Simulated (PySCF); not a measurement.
**GaF⁺ at PBE**

Level: PBE. Ga aug-pcseg-1, F aug-pcseg-1; no relativity (PySCF 2.14).

* state: ²Σ⁺ (doublet), unpaired electrons σ ↑
* bond length: 1.762 Å
* harmonic wavenumber: 633 cm⁻¹
* force constant: 3.51 mdyn/Å
* rotational constant Be: 0.3647 cm⁻¹
* anharmonicity ωexe: 5.07 cm⁻¹
* vibration–rotation constant αe: 0.00331 cm⁻¹
* well depth De to Ga⁺ + F: 1.76 eV
* dissociation energy D0: 1.73 eV
* bond order (Mayer): 0.85
* dipole moment (positive dipole points towards F; it is taken about the centre of mass and depends on that origin): -3.49 D

Spin–orbit coupling is left out. For an ion De counts to the pair picked by the measured ionisation energies or electron affinities, which need not be the lowest pair at this level. The state is the lowest determinant that a PBE0 search found; another state may lie lower at other levels.
